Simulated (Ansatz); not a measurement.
Abridged output of a molecular run in Ansatz:

```
Functional definition: HF
1266 factors; integrals over basis functions are off by at most 1.1e-3 eV
mean field evaluation 1: about -81662.5616 eV, gradient 3.0e1 eV
mean field evaluation 2: about -81662.7624 eV, gradient 3.0e1 eV
mean field evaluation 4: about -81664.7811 eV, gradient 3.1e0 eV
mean field evaluation 8: about -81664.8198 eV, gradient 1.4e-1 eV
mean field -81664.81991159 eV, -3001.1267773477 hartree, gradient 1.7e-6 eV, S^2 0.000000; 0 other end points of the search recorded, 0 dependent functions left out
16 core orbitals not correlated: weight in the atoms' cores, before any rotation towards them, 1.000 or more for the frozen orbitals, at most 0.000 for the correlated occupied ones
reference -81664.81991159 eV, -3001.1267773477 hartree; 18, 18 occupied and 174, 174 virtual orbitals, 1266 factors
second order -22.37260672 eV of doubles, -0.00000000 eV of singles
cycle   1  -22.59836329 eV  change   -2.3e-1 eV  update   9.5e-2
cycle   2  -23.11423400 eV  change   -5.2e-1 eV  update   2.7e-2
cycle   3  -23.21422389 eV  change   -1.0e-1 eV  update   1.3e-2
cycle   4  -23.20176983 eV  change    1.2e-2 eV  update   2.6e-3
cycle   5  -23.20145221 eV  change    3.2e-4 eV  update   1.0e-3
cycle   6  -23.20197425 eV  change   -5.2e-4 eV  update   2.8e-4
cycle   7  -23.20183295 eV  change    1.4e-4 eV  update   9.8e-5
cycle   8  -23.20180415 eV  change    2.9e-5 eV  update   3.1e-5
perturbative correction -0.77806641 eV, -0.0285934130 hartree
Total energy: -81688.79978214 eV, -3002.0080213366 hartree
```

Its atoms:

Cartesian coordinates in Å:
```
F 0.693 -0.228 -1.912
Si 0.322 0.625 -0.615
C -0.503 -0.489 0.635
Br 0.744 -1.853 1.237
H 1.562 1.205 -0.055
H -0.633 1.685 -1.029
H -1.366 -1.009 0.220
H -0.820 0.065 1.519
```

**Question.** Which basis set was used?
A. def2-TZVPPD
B. def2-TZVPP
C. cc-pV(D+d)Z
D. def2-SVPD

**Answer.** B. It gives 208 functions.

**Question.** Write the keys of the input that set method, charge and spin (a neutral closed shell needs none for the last two).

**Answer.** 
```yaml
correlation: {method: ccsd_t}
```
